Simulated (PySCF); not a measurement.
C₂H₆O₂Si, neutral, multiplicity 1.

```xyz
11

Si    -1.0186    -0.0418     0.0000
O      0.4094    -0.9360     0.0000
C      0.5116    -2.3411     0.0000
H      1.0652    -2.6793    -0.8922
H      1.0652    -2.6793     0.8922
H     -0.4769    -2.8391     0.0000
O     -0.3964     1.4979     0.0000
C      0.9310     1.9885     0.0000
H      1.0894     2.6169    -0.8922
H      1.0894     2.6169     0.8922
H      1.6675     1.1697     0.0000
```

The structure is a stationary point at B3LYP-D3(BJ)/def2-SVP. Other conformers were not sampled.

Computed with PBE0/pcSseg-1 run with PySCF. Non-relativistic, no solvent.

Computed absolute GIAO shielding of each atom: isotropic value and principal components (ppm):
```json
[
 {"atom": "Si1", "σ(iso)": "278.7", "σ11": "71.9", "σ22": "318.6", "σ33": "445.7", "span": "373.9"},
 {"atom": "O2", "σ(iso)": "145.0", "σ11": "-188.5", "σ22": "302.5", "σ33": "321.1", "span": "509.6"},
 {"atom": "C3", "σ(iso)": "133.7", "σ11": "101.5", "σ22": "119.9", "σ33": "179.7", "span": "78.2"},
 {"atom": "H4", "σ(iso)": "27.6", "σ11": "23.3", "σ22": "25.8", "σ33": "33.7", "span": "10.4"},
 {"atom": "H5", "σ(iso)": "27.6", "σ11": "23.3", "σ22": "25.8", "σ33": "33.7", "span": "10.4"},
 {"atom": "H6", "σ(iso)": "27.1", "σ11": "24.0", "σ22": "25.7", "σ33": "31.6", "span": "7.6"},
 {"atom": "O7", "σ(iso)": "183.5", "σ11": "-14.4", "σ22": "266.1", "σ33": "298.9", "span": "313.3"},
 {"atom": "C8", "σ(iso)": "132.8", "σ11": "98.9", "σ22": "118.8", "σ33": "180.7", "span": "81.8"},
 {"atom": "H9", "σ(iso)": "27.7", "σ11": "23.6", "σ22": "25.6", "σ33": "34.0", "span": "10.4"},
 {"atom": "H10", "σ(iso)": "27.7", "σ11": "23.6", "σ22": "25.6", "σ33": "34.0", "span": "10.4"},
 {"atom": "H11", "σ(iso)": "26.3", "σ11": "21.4", "σ22": "26.7", "σ33": "30.8", "span": "9.4"}
]
```
